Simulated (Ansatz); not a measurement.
Ligand exchange: C4H11B + CH7FSi2 → C3H9B + C2H9FSi2

Species: C4H11B `CBC(C)C`, singlet; CH7FSi2 `F[SiH2]C[SiH3]`, singlet; C3H9B `CBCC`, singlet; C2H9FSi2 `C[SiH2]C[SiH2]F`, singlet. The partners trade CH3 for H: C–CH3 and Si–H bonds give way to C–H and Si–CH3.

Shapes, held fixed at every level: PBE0-D4/def2-TZVP. Flexible molecules stand in one conformer, not always the lowest. Programs: Ansatz 0.2.0. Electronic energies: no zero-point or thermal term.

**Question.** Estimate ΔE of this reaction.

**Answer.** The highest level, CCSD(T)/CBS estimate, gives ΔE = -49.4 kJ/mol; the levels span -52.9 to -47.8. The column of differences is taken from that level and isn't an error. No measured value is set beside it here. The CBS estimate extrapolates MP2 from def2-TZVPP and def2-QZVPP and adds CCSD(T) − MP2 in the triple-zeta set, cores frozen.

```csv
level,kind,ΔE (kJ/mol),less CCSD(T)/CBS estimate
B3LYP-D4/def2-TZVPP,global hybrid,-52.5,-3.1
PBE0-D4/def2-TZVPP,global hybrid,-52.9,-3.5
wB97M-V/def2-TZVPP,range-separated hybrid,-52.7,-3.3
wB97X-V/def2-TZVPP,range-separated hybrid,-50.0,-0.6
B2PLYP/def2-TZVPP,double hybrid,-51.2,-1.8
CCSD/def2-TZVPP,coupled cluster or CI,-47.8,+1.6
CCSD(T)/CBS estimate,coupled cluster or CI,-49.4,0.0
```
